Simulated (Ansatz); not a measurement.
Reaction (ligand exchange at a B–C bond): `BC[SiH2]S[SiH3]` + `FC([SiH3])S` → `BSC(F)[SiH3]` + `C[SiH2]S[SiH3]`

Calculated with Ansatz (gas phase, PBE0-D4/def2-TZVP geometries, no zero-point term in ΔE). CCSD(T)/CBS is the MP2 limit (def2-TZVPP, def2-QZVPP) plus CCSD(T) − MP2 in def2-TZVPP, frozen cores. DFT in def2-TZVPP. B3LYP here is the variant with VWN-RPA as its local correlation; programs differ in this. Each species was taken in one conformer, which may not be the lowest.

```json
{"level": "PBE-D4", "ΔE (kJ/mol)": "-78.0", "difference from CCSD(T)/CBS": "-0.3"}
{"level": "r2SCAN-D4", "ΔE (kJ/mol)": "-79.8", "difference from CCSD(T)/CBS": "-2.1"}
{"level": "PBE0-D4", "ΔE (kJ/mol)": "-76.5", "difference from CCSD(T)/CBS": "1.2"}
{"level": "B3LYP-D4", "ΔE (kJ/mol)": "-79.7", "difference from CCSD(T)/CBS": "-2.0"}
{"level": "ωB97X-V", "ΔE (kJ/mol)": "-76.8", "difference from CCSD(T)/CBS": "0.9"}
{"level": "ωB97M-V", "ΔE (kJ/mol)": "-73.6", "difference from CCSD(T)/CBS": "4.1"}
{"level": "B2PLYP", "ΔE (kJ/mol)": "-85.4", "difference from CCSD(T)/CBS": "-7.7"}
{"level": "PBE", "ΔE (kJ/mol)": "-83.6", "difference from CCSD(T)/CBS": "-5.9"}
{"level": "r2SCAN", "ΔE (kJ/mol)": "-81.1", "difference from CCSD(T)/CBS": "-3.4"}
{"level": "PBE0", "ΔE (kJ/mol)": "-81.4", "difference from CCSD(T)/CBS": "-3.7"}
{"level": "B3LYP", "ΔE (kJ/mol)": "-88.9", "difference from CCSD(T)/CBS": "-11.2"}
{"level": "HF/def2-TZVPP", "ΔE (kJ/mol)": "-88.8", "difference from CCSD(T)/CBS": "-11.1"}
{"level": "MP2/def2-TZVPP", "ΔE (kJ/mol)": "-77.9", "difference from CCSD(T)/CBS": "-0.2"}
{"level": "SCS-MP2/def2-TZVPP", "ΔE (kJ/mol)": "-79.6", "difference from CCSD(T)/CBS": "-1.9"}
{"level": "CCSD/def2-TZVPP", "ΔE (kJ/mol)": "-78.5", "difference from CCSD(T)/CBS": "-0.8"}
{"level": "CCSD(T)/def2-TZVPP", "ΔE (kJ/mol)": "-78.3", "difference from CCSD(T)/CBS": "-0.6"}
{"level": "HF/def2-QZVPP", "ΔE (kJ/mol)": "-88.4", "difference from CCSD(T)/CBS": "-10.7"}
{"level": "MP2/def2-QZVPP", "ΔE (kJ/mol)": "-77.4", "difference from CCSD(T)/CBS": "0.3"}
{"level": "SCS-MP2/def2-QZVPP", "ΔE (kJ/mol)": "-79.4", "difference from CCSD(T)/CBS": "-1.7"}
{"level": "HF/CBS(def2)", "ΔE (kJ/mol)": "-88.3", "difference from CCSD(T)/CBS": "-10.6"}
{"level": "MP2/CBS(def2)", "ΔE (kJ/mol)": "-77.3", "difference from CCSD(T)/CBS": "0.4"}
{"level": "CCSD/CBS(def2)", "ΔE (kJ/mol)": "-77.9", "difference from CCSD(T)/CBS": "-0.2"}
{"level": "CCSD(T)/CBS", "ΔE (kJ/mol)": "-77.7", "difference from CCSD(T)/CBS": "0"}
```

Largest T1 diagnostic among the species: 0.014.

The D4 term adds +9.2 kJ/mol with B3LYP and +4.9 kJ/mol with PBE0; it sums over pairs of atoms, weighted by their polarisabilities, and B3LYP, whose exchange is more repulsive, gets the larger term. In def2-TZVPP, CCSD(T) changes the Hartree–Fock value by +10.5 kJ/mol (the triples alone add +0.2 kJ/mol) and MP2 by +10.9 kJ/mol.
